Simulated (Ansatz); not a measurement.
C2H3BFNO can be A, `FCB1N=CO1`, or B, `FC/N=C1/BO1`.

Computed with Ansatz on PBE0-D4/def2-TZVP structures; ΔE is electronic, products minus reactants. CCSD(T)/CBS adds triple-zeta CCSD(T) − MP2 to the extrapolated MP2 energy (def2 sets, frozen cores). Functionals use def2-TZVPP. B3LYP here is the variant with VWN-RPA as its local correlation; programs differ in this. One conformer a species, not always the lowest.

Task: Which isomer does CCSD(T)/CBS put lower? Give the gap. (Best estimate.)

Result: The calculation gave: A, by 21.6 kcal/mol.

Task: Give E(B) − E(A) in kcal/mol with B2PLYP, B3LYP, CCSD(T)/def2-TZVPP, B3LYP-D4, MP2/def2-TZVPP, r2SCAN-D4, CCSD/def2-TZVPP. (An estimate is asked.)

Result: Computed: B2PLYP 19.0, B3LYP 18.1, CCSD(T)/def2-TZVPP 21.4, B3LYP-D4 18.0, MP2/def2-TZVPP 20.3, r2SCAN-D4 17.9, CCSD/def2-TZVPP 23.0. None reverses the order clearly.

Largest T1 diagnostic: 0.016.

In def2-TZVPP, CCSD(T) changes the Hartree–Fock value by −6.9 kcal/mol (the triples alone add −1.6 kcal/mol) and MP2 by −8.0 kcal/mol. From PBE to PBE0 (25 % exact exchange), in def2-TZVPP and without D4, E(B) − E(A) moves by +4.3 kcal/mol.
